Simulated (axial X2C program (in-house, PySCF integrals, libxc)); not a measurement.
# CsP⁺: from the spin-free to the two-component result

Computed with an in-house relativistic program for diatomic molecules. Spin-free means the one-electron spin-free X2C Hamiltonian; two-component (2c) means X2C with spin–orbit coupling and atomic mean-field two-electron Coulomb and Gaunt terms, so the difference of the two also holds small scalar two-electron terms. Basis: Cs dyall-cv3z [15s15p9d4f1g], P dyall-v3z [8s7p2d1f] (cores contracted in-house); Gaussian nuclei, density fitting, unrestricted open shells. Masses: Cs 132.905 u, P 30.974 u.

Spin-free state: M_S = 3/2, Λ = 0 (beyond evenly filled blocks: σα, π+α, π-α); fragments Cs+ + P.

```
  level  Re (Å)  ωe (cm⁻¹)  De (eV)  μ (D)
   PBE0   3.860       56.5    0.105  -2.19
     HF   4.188       42.3    0.061  -2.80
    MP2   3.883       59.1    0.106    n/a
   CCSD   3.934       56.0    0.109    n/a
CCSD(T)   3.909       57.7    0.100    n/a
   BP86   3.876       54.9    0.091  -2.13
```

Correlated methods: 13 electrons correlated (number of frozen shells: Cs 4 s, 3 p, 2 d; P 2 s, 1 p), 267 virtual spin orbitals or spinors in MP2, 90 natural virtuals in coupled cluster.

Dipoles are positive if P is the positive end and refer to the centre of mass.

Two-component determinant lowest at the distance of the search:

Ω = 3/2 (⟨Sz⟩ = 1.50, ⟨Lz⟩ = 0.00 at HF); fragments Cs+ + P.

```json
{"level": "PBE0", "Re (Å)": "3.859", "ωe (cm⁻¹)": "56.6", "De (eV)": "0.106", "μ (D)": "-2.18"}
{"level": "HF", "Re (Å)": "4.189", "ωe (cm⁻¹)": "42.3", "De (eV)": "0.061", "μ (D)": "-2.80"}
{"level": "MP2", "Re (Å)": "3.883", "ωe (cm⁻¹)": "59.1", "De (eV)": "0.106", "μ (D)": "n/a"}
{"level": "CCSD", "Re (Å)": "3.934", "ωe (cm⁻¹)": "56.0", "De (eV)": "0.109", "μ (D)": "n/a"}
{"level": "CCSD(T)", "Re (Å)": "3.909", "ωe (cm⁻¹)": "57.7", "De (eV)": "0.100", "μ (D)": "n/a"}
{"level": "BP86", "Re (Å)": "3.874", "ωe (cm⁻¹)": "55.1", "De (eV)": "0.092", "μ (D)": "-2.12"}
```

(1) From the two tables, how do the constants change at the CCSD(T) level (2c against spin-free)?

Occupations by symmetry block were frozen at the best pattern of an incomplete PBE0 search. De is counted from the lowest determinant-based energies of the atoms at the same level, without counterpoise correction. Density functionals use the spin component along the axis (collinear). Coupled cluster ran in a truncated set of natural virtual spinors; the MP2 energy of the rest was added. (T) has no such correction and the atoms are truncated less, which lowers De at CCSD(T) by a hundredth of an eV or more. With several unpaired electrons one determinant need not be a pure state. This is the top spin component of a Σ state; components of lower Ω are not single determinants and can lie lower.

## Answers

(1) At the CCSD(T) level Re is unchanged within 0.001 Å and ωe stays the same within 0.2 cm⁻¹; De changes by 0.000 eV.
